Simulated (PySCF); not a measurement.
SMILES [CH2]C(C)(C)O, doublet, PBE0/def2-SVP optimised geometry.

```
14

C      0.90     0.51     1.17
C      0.29    -0.21     0.00
C      0.68     0.46    -1.32
C     -1.23    -0.27     0.14
O      0.71    -1.57     0.00
H      0.93    -0.01     2.13
H      1.14     1.57     1.12
H      0.33     1.50    -1.37
H      0.26    -0.10    -2.16
H      1.78     0.47    -1.43
H     -1.66    -0.85    -0.70
H     -1.51    -0.77     1.08
H     -1.67     0.74     0.13
H      1.67    -1.57     0.00
```

Density from PySCF with unrestricted PBE0/def2-TZVP at that geometry.

Minimum of the electron density along straight lines between bonded atoms, close to the bond critical point (lines longer than 1.1 times the sum of covalent radii, or with two minima, are not listed):

```tsv
bond	length / Å	ρ at the minimum / e bohr⁻³	∇²ρ there / e bohr⁻⁵	position (fraction from the first atom)
C1–C2	1.497	0.267	-0.72	0.51
C2–C3	1.530	0.250	-0.64	0.50
C2–C4	1.530	0.249	-0.63	0.51
C2–O5	1.422	0.260	-0.61	0.36
C1–H6	1.094	0.277	-0.95	0.65
C1–H7	1.093	0.277	-0.95	0.65
C3–H8	1.101	0.271	-0.91	0.64
C3–H9	1.100	0.273	-0.92	0.64
C3–H10	1.102	0.270	-0.90	0.64
C4–H11	1.101	0.271	-0.91	0.64
C4–H12	1.100	0.273	-0.92	0.64
C4–H13	1.099	0.272	-0.92	0.64
O5–H14	0.964	0.362	-2.44	0.80
```
